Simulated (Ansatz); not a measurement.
Molecule: CH$_{2}$N (charge 0, doublet). It need not be the lowest isomer of its formula. 
Geometry from a B3LYP-D3(BJ)/def2-TZVP (Ansatz, a program for electronic structure) optimisation:
```
C
N 1 1.2170
H 2 1.0264 1 122.80
H 1 1.0983 2 134.02 3 0.00
```
Charge 0, spin multiplicity 2.

Basis-set convergence of Hartree-Fock and CCSD(T) correlation energies (hartree) with Ansatz. Valence correlation only, unless marked. Open shells are spin-unrestricted. No spin-orbit coupling. No relativistic terms.

```json
[
 {"basis": "aug-cc-pVDZ", "functions": "64", "E(HF)": "-93.41115", "E(corr, CCSD(T))": "-0.31759"},
 {"basis": "aug-cc-pVTZ", "functions": "138", "E(HF)": "…", "E(corr, CCSD(T))": "…"}
]
```

Complete the blanks.


- aug-cc-pVTZ, E(HF): -93.43304
- aug-cc-pVTZ, E(corr, CCSD(T)): -0.37559
